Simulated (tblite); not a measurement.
Species: CH7F2PSi2.
Z-matrix (Å and degrees, GFN2-xTB geometry), rows numbered from 1:
```
F 
C   1  1.3649
F   2  1.3600  1  105.87
Si  2  1.9332  1  110.17  3   120.00
P   4  2.2191  2  103.77  1    69.29
Si  5  2.2478  4  103.78  2   -78.85
H   2  1.0988  1  106.81  3  -113.81
H   4  1.4634  2  105.92  1  -174.61
H   4  1.4658  2  105.43  1   -57.15
H   5  1.3808  4   94.68  2  -176.55
H   6  1.4576  5  107.10  4    78.61
H   6  1.4652  5  112.22  4   -43.64
H   6  1.4636  5  105.21  4  -162.54
```

Calculated harmonic vibrations of the isolated species, GFN2-xTB (tblite), most abundant isotopes, no scaling. This tight-binding method is rough: wavenumbers can miss measured ones by several per cent, in bad cases by 10 to 20. Modes of hydrogen on phosphorus and silicon can be 10 to 20 % off. One conformer, not necessarily the lowest.

Harmonic wavenumbers (cm⁻¹): 26.2, 31.9, 78.5, 99.2, 107.8, 227.7, 280.5, 417.7, 450.6, 468.3, 476.6, 503.0, 531.3, 563.7, 629.2, 673.9, 684.5, 736.3, 753.3, 761.4, 769.1, 778.6, 998.3, 1078.4, 1232.8, 1274.8, 2232.7, 2243.9, 2258.8, 2265.4, 2310.7, 2339.5, 2894.5.

A = 2938, B = 988.8, C = 813.6 MHz; mass 143.979 u (most abundant isotopes); point group C1, symmetry number 1.

Task: What is the zero-point energy?

Result: Half the sum of the wavenumbers: 15590 cm⁻¹ = 44.57 kcal/mol.

Task: Give the ideal-gas entropy at 400 K and 1 bar in the rigid-rotor, harmonic-oscillator model (classical rotation).

Result: Translation 42.29, rotation 30.17, vibration 43.05: S = 115.5 cal/(mol K).

Task: And Cp and H(400 K) − H(0)?

Result: Cp = 44.20 cal/(mol K), of which vibrations give 36.25 (their classical limit is 33 R = 65.6); H(400 K) − H(0) = 11.29 kcal/mol without the zero-point energy, 8.11 from vibrations.

Task: How do the functions run with temperature in this model?

Result: 
| T (K) | S (cal/(mol K)) | Cp (cal/(mol K)) | H − H(0) (kcal/mol) | G − H(0) (kcal/mol) | ln q(vib) |
| --- | --- | --- | --- | --- | --- |
| 150 | 82.8 | 23.7 | 2.51 | -9.90 | 4.67 |
| 250 | 97.2 | 33.6 | 5.39 | -18.92 | 7.50 |
| 298.15 | 103.5 | 37.6 | 7.10 | -23.75 | 8.80 |
| 600 | 135.2 | 52.6 | 21.04 | -60.06 | 16.29 |
| 900 | 158.0 | 60.1 | 38.04 | -104.20 | 22.55 |

q(vib) and H(0) count from the zero-point level.

Task: Which modes carry the vibrational entropy at 400 K?

Result: 26.2 cm⁻¹: 6.68; 31.9 cm⁻¹: 6.29; 78.5 cm⁻¹: 4.51; 99.2 cm⁻¹: 4.05; 107.8 cm⁻¹: 3.88; 227.7 cm⁻¹: 2.44 cal/(mol K); the other 27 give 15.20 together.

Task: Blend soft modes into free rotors: weight 1/[1 + (100 cm⁻¹/ν̃)⁴] for the oscillator and the rest for a rotor with moment μB/(μ + B), μ = h/(8π²ν), B = 10⁻⁴⁴ kg m². What vibrational entropy results?

Result: 37.26 cal/(mol K) in place of 43.05, which changes −T·S at 400 K by +2.31 kcal/mol.

Hindered rotation and anharmonicity are outside this model. Other conformers, if any are populated, would add a mixing term that is left out. The structure is chiral; the term R ln 2 for an equal mix with its mirror image is left out.
